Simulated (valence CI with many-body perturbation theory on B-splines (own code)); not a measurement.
# E1 line list for W24+

Calculated by configuration interaction combined with many-body perturbation theory (CI+MBPT): four valence electrons over a frozen Dirac-Fock core [Kr] 4d10, radial functions for each j: 7 s, 7 p, 7 d, 7 f, 4 g, 2 h, with the one-electron correlation potential Σ1 (screened to all orders), the two-electron term Σ2, the three-electron term Σ3, Breit, model QED; selected single and double excitations, second order for the rest (own B-spline code, finite nucleus).

No measured spectrum was set against this ion. As an estimate, terms of the open shell hold to a few per cent of their energy, and close levels can change places.

Lines 51 to 100 of 336 in falling wavelength, among levels below 143.81 eV, chosen from the strongest by gf and those to the six lowest levels. Wavelengths and rates use the calculated energies, so an error of 2000 cm⁻¹ moves a line at 368.0 Å by 0.74 % and its rate by three times that or more. Electric multipoles are in the length gauge, E1 and E2 with the static RPA response of the core. Weak lines are less certain than strong ones. Lines between different terms over intervals too small for the method are left out, as are lines whose strength nearly cancels. Where a level lies close to another of its J and parity, the split of strength between their lines is uncertain. The highest levels of a list are the least certain.

Names give the largest LS component (configuration and term), which can be under half, so a name can repeat, a term be missing and a line seem to break the LS rules; names also repeat where a configuration has a term twice. Letters in brackets count levels of one name in rising energy.

| λ vac (Å) | Upper | Lower | A (s⁻¹) | S (a.u.) |
| --- | --- | --- | --- | --- |
| 368.0 | 4f³5p ⁵I_5 | 4f³5s ³G°_4 [b] | 2.68e+07 | 7.25e-03 |
| 367.4 | 4f³5p ³D_1 | 4f³5s ⁵D°_0 | 2.30e+06 | 1.69e-04 |
| 366.9 | 4f³5p ³H_4 [a] | 4f³5s ³G°_3 [b] | 1.95e+07 | 4.27e-03 |
| 366.3 | 4f³5p ⁵G_2 | 4f³5s ¹D°_2 [a] | 7.53e+06 | 9.13e-04 |
| 365.5 | 4f³5p ³D_1 | 4f³5s ³D°_2 [c] | 2.38e+06 | 1.72e-04 |
| 364.7 | 4f³5p ³D_2 | 4f³5s ³D°_2 [d] | 4.23e+06 | 5.06e-04 |
| 363.7 | 4f³5p ³I_5 | 4f³5s ³G°_5 [c] | 5.75e+06 | 1.50e-03 |
| 362.8 | 4f³5p ⁵G_2 | 4f³5s ³D°_1 [b] | 1.08e+06 | 1.27e-04 |
| 362.5 | 4f³5p ⁵K_7 | 4f³5s ³I°_6 [b] | 1.94e+05 | 6.84e-05 |
| 361.2 | 4f³5p ³D_2 | 4f³5s ³D°_1 [c] | 1.30e+06 | 1.51e-04 |
| 360.4 | 4f³5p ³H_4 [a] | 4f³5s ⁵F°_5 | 8.59e+05 | 1.79e-04 |
| 360.3 | 4f³5p ³D_1 | 4f³5s ¹D°_2 [a] | 1.33e+06 | 9.24e-05 |
| 359.6 | 4f³5p ⁵H_6 | 4f³5s ³G°_5 [b] | 2.82e+06 | 8.40e-04 |
| 359.6 | 4f³5p ⁵K_6 | 4f³5s ⁵G°_5 | 3.17e+06 | 9.46e-04 |
| 359.3 | 4f³5p ⁵H_6 | 4f³5s ³I°_6 [b] | 4.87e+05 | 1.45e-04 |
| 356.9 | 4f³5p ³D_1 | 4f³5s ³D°_1 [b] | 1.58e+07 | 1.06e-03 |
| 356.7 | 4f³5p ⁵K_5 | 4f³5s ⁵F°_4 | 6.37e+06 | 1.57e-03 |
| 356.2 | 4f³5p ⁵K_6 | 4f³5s ¹H°_5 [a] | 3.00e+05 | 8.71e-05 |
| 355.3 | 4f³5p ³I_5 | 4f³5s ³G°_5 [b] | 3.85e+05 | 9.36e-05 |
| 355.0 | 4f³5p ³I_5 | 4f³5s ³I°_6 [b] | 2.53e+06 | 6.15e-04 |
| 354.9 | 4f³5p ⁵I_5 | 4f³5s ³G°_4 [a] | 2.48e+06 | 6.02e-04 |
| 354.1 | 4f³5p ³H_4 [a] | 4f³5s ³G°_3 [a] | 3.18e+07 | 6.27e-03 |
| 353.6 | 4f³5p ⁵G_2 | 4f³5s ³D°_2 [b] | 1.30e+07 | 1.41e-03 |
| 353.1 | 4f³5p ⁵G_3 | 4f³5s ³D°_2 [c] | 2.80e+06 | 4.26e-04 |
| 352.5 | 4f³5p ⁵H_6 | 4f³5s ³I°_5 [b] | 1.24e+06 | 3.49e-04 |
| 351.6 | 4f³5p ⁵K_6 | 4f³5s ³K°_7 | 1.19e+07 | 3.32e-03 |
| 351.3 | 4f³5p ⁵I_5 | 4f³5s ¹H°_5 [a] | 1.93e+06 | 4.55e-04 |
| 351.2 | 4f³5p ⁵G_2 | 4f³5s ⁵D°_3 | 7.56e+05 | 8.08e-05 |
| 350.9 | 4f³5p ³D_2 | 4f³5s ³D°_2 [c] | 2.64e+07 | 2.81e-03 |
| 350.8 | 4f³5p ⁵I_5 | 4f³5s ³F°_4 [a] | 2.26e+06 | 5.30e-04 |
| 349.9 | 4f³5p ⁵G_2 | 4f³5s ³D°_1 [a] | 1.59e+06 | 1.68e-04 |
| 349.5 | 4f³5p ⁵K_6 | 4f³5s ³K°_6 | 3.24e+07 | 8.87e-03 |
| 349.2 | 4f³5p ⁵K_7 | 4f³5s ³H°_6 [b] | 2.78e+06 | 8.77e-04 |
| 348.4 | 4f³5p ³I_5 | 4f³5s ³I°_5 [b] | 1.77e+06 | 4.06e-04 |
| 348.3 | 4f³5p ⁵G_3 | 4f³5s ¹D°_2 [a] | 2.14e+07 | 3.13e-03 |
| 347.9 | 4f³5p ³D_1 | 4f³5s ³D°_2 [b] | 5.15e+06 | 3.21e-04 |
| 347.5 | 4f³5p ⁵K_6 | 4f³5s ³H°_6 [a] | 7.98e+05 | 2.15e-04 |
| 347.3 | 4f³5p ⁵G_2 | 4f³5s ³G°_3 [c] | 6.94e+06 | 7.17e-04 |
| 346.4 | 4f³5p ³H_4 [b] | 4f³5s ³D°_3 [a] | 6.91e+06 | 1.28e-03 |
| 346.2 | 4f³5p ⁵H_6 | 4f³5s ³H°_6 [b] | 9.52e+05 | 2.53e-04 |
| 346.2 | 4f³5p ⁵K_7 | 4f³5s ³L°_7 [a] | 6.77e+06 | 2.08e-03 |
| 346.1 | 4f³5p ³D_2 | 4f³5s ¹D°_2 [a] | 6.25e+06 | 6.40e-04 |
| 345.5 | 4f³5p ³H_4 [b] | 4f³5s ³I°_5 [b] | 6.02e+06 | 1.10e-03 |
| 345.3 | 4f³5p ⁵K_5 | 4f³5s ³G°_5 [a] | 4.46e+06 | 9.96e-04 |
| 344.8 | 4f³5p ⁵I_5 | 4f³5s ³K°_6 | 1.19e+07 | 2.64e-03 |
| 344.8 | 4f³5p ³H_4 [a] | 4f³5s ⁵G°_3 | 9.55e+05 | 1.74e-04 |
| 344.7 | 4f³5p ⁵K_5 | 4f³5s ³H°_4 [a] | 2.94e+07 | 6.54e-03 |
| 344.4 | 4f³5p ³D_1 | 4f³5s ³D°_1 [a] | 5.13e+07 | 3.10e-03 |
| 343.5 | 4f³5p ³D_2 | 4f³5s ³D°_3 [a] | 1.51e+06 | 1.51e-04 |
| 343.4 | 4f³5p ⁵K_6 | 4f³5s ⁵F°_5 | 6.35e+06 | 1.65e-03 |
